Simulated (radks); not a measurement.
Results of a calculation; reference values are marked as such.
Coulomb parameter of the 5d shell of the hafnium ion Hf2+ in the model configuration [Xe] 4f14 5d1 6s1, as a second difference U = [E(n + 0.25) + E(n - 0.25) - 2 E(n)] / (0.25)^2 with all orbitals relaxed. "Bare": the charge of the atom changes with n. "Screened": the 6s shell takes up the change at fixed total charge, which measures U(5d,5d) + U(6s,6s) - 2 U(5d,6s). Code: a radial shooting solver on a logarithmic mesh with Libxc functionals. Model: Dirac Kohn-Sham, PBE, spin-unpolarised, spherical densities, point nucleus; open shells are shared between the two j in proportion to 2j + 1.

case	configuration	E - E(n) (eV)
start	[Xe] 4f14 5d1 6s1	0.000
bare +0.25	[Xe] 4f14 5d1.25 6s1	-4.317
bare -0.25	[Xe] 4f14 5d0.75 6s1	4.949
screened +0.25	[Xe] 4f14 5d1.25 6s0.75	0.051
screened -0.25	[Xe] 4f14 5d0.75 6s1.25	-0.007

U(bare) = 10.118 eV, U(screened by 6s) = 0.704 eV.
